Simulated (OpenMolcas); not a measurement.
A calculation on Ne4+.

| Property | Result |
| --- | --- |
| Program | OpenMolcas 26.06 |
| Method | CASSCF |
| Basis | ANO-RCC-VTZP [4s3p2d1f] |
| Scalar Hamiltonian | DKH2, point nucleus |
| Active space | 4 electrons in 4 orbitals (2s 2p) |
| State averaging | 2S+1 = 3 even, 3 roots; 2S+1 = 1 even, 6 roots; 2S+1 = 5 odd, 1 root; 2S+1 = 3 odd, 9 roots; 2S+1 = 1 odd, 8 roots |
| Spin-orbit coupling | RASSI with atomic mean-field integrals over the reference wave functions, term energies averaged over their components |

Which level of the active space comes out lowest?

2s2 2p2 3P0, with 100 % of that term; it is also the measured ground level.

How high does 2s 2p3 3P* 0 lie?

210694 cm-1 above the lowest level; measured 208193 cm-1 above the ground level, so the calculation is off by +1 %.

How high does 2s 2p3 3S* 1 lie?

292771 cm-1 above the lowest level.

How high does 2s 2p3 3P* 1 lie?

210699 cm-1 above the lowest level.

Measured values: NIST levels in Podobedova, Fuhr, Reader and Wiese, J. Phys. Chem. Ref. Data 33, 525 (2004).

Measured partners are found by configuration, term and J. A level has none where our copy of the source lacks it or the pairing is in doubt (some pairs that miss far off the trend of their configuration count as doubtful), and it then counts in no deviation. Only configurations of the active space appear.

* marks odd parity.
